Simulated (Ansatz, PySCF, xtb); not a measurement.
Reaction R1 → P1 + P2, each structure at its B3LYP-D3(BJ)/def2-TZVP stationary point, reached from a drawn start (curvature not checked).
R1: Cl3HSi (SMILES Cl[SiH](Cl)Cl), charge 0, multiplicity 1.
P1: Cl2Si (SMILES Cl[Si]Cl), charge 0, multiplicity 1.
P2: HCl (SMILES Cl), charge 0, multiplicity 1.

P less R. No zero-point or thermal terms.

Cores are frozen in the correlated methods.

Programs: Ansatz (Gaussian basis) for Hartree–Fock, density functionals and correlated methods; PySCF for the D3/D4 terms; xtb for the GFN methods. No computed number here is a measurement.

The comparison value is 2.505 eV (CCSD(T)/cc-pV(Q+d)Z). It is a level with limits of its own, not the exact answer.

Order these levels by how close they come to the comparison value for the reaction energy, closest first: PBE-D3(BJ)/def2-TZVPP, BLYP-D4/def2-TZVPP, revPBE/def2-TZVPP, PBE-D4/def2-TZVPP, GFN1-xTB. Give each level's value less the comparison value.

PBE-D4/def2-TZVPP (-0.160 eV), PBE-D3(BJ)/def2-TZVPP (-0.168 eV), BLYP-D4/def2-TZVPP (-0.337 eV), revPBE/def2-TZVPP (-0.384 eV), GFN1-xTB (1.532 eV)

Ansatz is an electronic-structure program.
